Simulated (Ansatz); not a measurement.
A search over several starts for the lowest SCF solution of Ge₃Sb₂⁻ at the given spin, in a small basis.

```yaml
crystal:
  periodic: [false, false, false]
  atoms:
    - {symbol: Sb, position_ang: [1.297718, -1.233586, -0.334375]}
    - {symbol: Sb, position_ang: [-0.940521, -0.578656, 1.297467]}
    - {symbol: Ge, position_ang: [1.311418, 1.089305, 1.094070]}
    - {symbol: Ge, position_ang: [-0.545031, 1.492078, -0.557366]}
    - {symbol: Ge, position_ang: [-1.123584, -0.769140, -1.499795]}
basis:
  gaussian: {orbitals: def2-SVP, initial_orbitals: start.molden}
total_charge: -1
magnetization: {spin_polarized: true, initial_magnetization: 1}
hamiltonian: {xc: pbe, dispersion: d4}
output: {orbitals: {seedname: orbitals}}
```

The file start.molden holds the orbitals of an earlier run on this structure, at another level or in another basis.

```sh
$ ansatz run in.yaml --threads 4 --pin off --events-out ev --progress --plain --max-ram 4787MiB
```

Output, abridged:

```
Functional definition: PBE
1685 factors; their error is unknown
mean field evaluation 1: about -182538.7280 eV, gradient 2.7e2 eV
mean field evaluation 2: about -182551.6017 eV, gradient 2.5e1 eV
mean field evaluation 4: about -182573.0941 eV, gradient 1.1e1 eV
mean field evaluation 8: about -182588.0117 eV, gradient 3.6e0 eV
mean field evaluation 16: about -182585.3135 eV, gradient 1.9e1 eV
mean field evaluation 32: about -182588.1151 eV, gradient 7.5e-5 eV
mean field -182588.11511743 eV, -6709.9894678959 hartree, gradient 4.6e-5 eV, S^2 0.752367; 5 other end points of the search recorded, 0 dependent functions left out
reference -182588.11514997 eV, -6709.9894690918 hartree; 72, 71 occupied and 76, 77 virtual orbitals, 1685 factors
Total energy: -182588.55038827 eV, -6710.0054638043 hartree
```

Run time 12 s (4 threads of Arm Neoverse V1 on a shared host).

In the def2 sets Sb takes a core potential; there is no spin–orbit coupling. The highest occupied level of the charge -1 doublet lies above zero (up to 0.61 eV). The electron is either unbound and held by the finite basis, or the level is raised by self-interaction error. Another isomer (doublet) lies 0.03 eV lower at PBE0-D4/def2-TZVPD; other spin states weren't run for this one.
